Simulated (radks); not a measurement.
The numbers below are computed, except where a source is named.
Ionisation of the ytterbium ion Yb+, [Xe] 4f14 6s1, to [Xe] 4f14 as the strength of local exchange is varied. Code: a radial shooting solver on a logarithmic mesh with Libxc functionals. Model: scalar-relativistic Kohn-Sham, Slater X-alpha exchange (alpha = 2/3 is LDA exchange), no correlation, spin-polarised, spherical densities, finite nucleus; open shells are filled with parallel spins first (spin-orbit coupling, left out, can overturn this in heavy ions); Fermi nuclear charge, rms radius 5.3108 fm.

alpha  E(Yb+) (hartree)  exchange (hartree)  IE (eV)  -e of the level emptied (eV)  <r> of it (bohr)
0.632       -14027.7210           -262.0851   11.742                    9.006 (6s)             3.584
0.65        -14035.2207           -269.7130   11.844                    9.116 (6s)             3.570
0.667       -14042.3078           -276.9253   11.942                    9.221 (6s)             3.557
0.668       -14042.7249           -277.3498   11.948                    9.228 (6s)             3.556
0.736       -14071.1150           -306.2795   12.345                    9.657 (6s)             3.505
0.744       -14074.4593           -309.6912   12.393                    9.709 (6s)             3.499
0.958       -14164.2482           -401.5984   13.712                   11.151 (6s)             3.344
1.023       -14191.6459           -429.7586   14.131                   11.611 (6s)             3.299

NIST Atomic Spectra Database: 12.179 eV (measured). The Delta-SCF value meets it near alpha = 0.71.
